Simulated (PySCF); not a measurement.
Mapped SMILES: `[cH:1]1[cH:2][cH:3][c:4]([CH:5]2[CH2:6][O:7][CH2:8]2)[cH:9][cH:10]1`. Each H is labelled by its parent atom. Ha(C6), Ha(C8) are cis to C4 on the ring; Hb(C6), Hb(C8) are trans to C4 on the ring.

PySCF 2.14.0 with density-fitted response routines calculation with GIAO PBE0/pcSseg-1 shieldings and GFN2-xTB structure; averaged over atoms made equivalent by symmetry, fast rotation or ring inversion, non-relativistic, a single conformation, isolated molecule.

Chemical shifts δ = σref − σ; 13C (σ = 186.93 ppm) against TMS, all at this level.

**Question.** Do the 13C shifts follow the atomic charges (in e)? Tabulate both.

**Answer.** 
| atoms | hybridisation | δ (ppm) | σ para (ppm) | Hirshfeld | IAO | Mulliken | ESP-fitted |
| --- | --- | --- | --- | --- | --- | --- | --- |
| C4 | sp2 | 150.4 | -221 | +0.00 | +0.00 | -0.17 | +0.04 |
| C2/C10 | sp2 | 134.5 | -201 | -0.05 | -0.15 | -0.07 | -0.24 |
| C1 | sp2 | 132.6 | -200 | -0.05 | -0.16 | -0.07 | -0.06 |
| C3/C9 | sp2 | 132.5 | -197 | -0.05 | -0.16 | -0.04 | -0.09 |
| C6/C8 | sp3 | 83.5 | -146 | +0.01 | -0.04 | +0.19 | +0.27 |
| C5 | sp3 | 44.4 | -98 | -0.03 | -0.15 | -0.36 | -0.32 |

Correlation coefficients of δ with charge over these carbons: Hirshfeld -0.16, IAO +0.15, Mulliken +0.25, ESP-fitted +0.17; with the paramagnetic shielding -1.00. Among the 4 sp2 carbons alone: Hirshfeld +1.00, IAO +1.00, Mulliken -0.98, ESP-fitted +0.66. With so few points, grouped by hybridisation, these coefficients are fragile. Charge is one influence among several: hybridisation and low-lying excitations act through the paramagnetic term.

Shifts are as computed. Against solution values, carbons near 30 ppm lie about +3 ppm off and those near 130 ppm about +5 ppm. Of 1211 compounds with measured shifts, 218 miss one by over three times the rms of a fit or turn the order of signals round; such compounds aren't used in these exercises.
